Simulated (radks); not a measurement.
Values are calculated unless marked as measured or tabulated.
Q: These are the eigenvalues of the occupied orbitals of an atom or ion with whole-number occupations (eV). Level of theory: scalar-relativistic Kohn-Sham, PBEsol, spin-unpolarised, spherical densities, finite nucleus; Fermi nuclear charge, rms radius of each element as measured or else 0.836 A^(1/3) + 0.57 fm (a radial shooting solver on a logarithmic mesh with Libxc functionals).

1s: -18842.86
2s: -2676.642
2p: -2395.606
3s: -485.3193
3p: -393.4708
3d: -243.2545
4s: -103.3912
4p: -78.7285
4d: -43.3772

Which element is it, and in what charge state? The configuration may be excited.

A: Z = 41, niobium, charge +4: Nb4+ in [Kr] 4d1. The list shows which subshells hold electrons but not how many an open one holds; the 1s level, -692.46 hartree, gives Z - s = 37.2 by -(Z - s)^2/2, which with screening and relativity narrows Z to a few neighbours, and the depths of the outer levels then fix element, charge and occupations together.
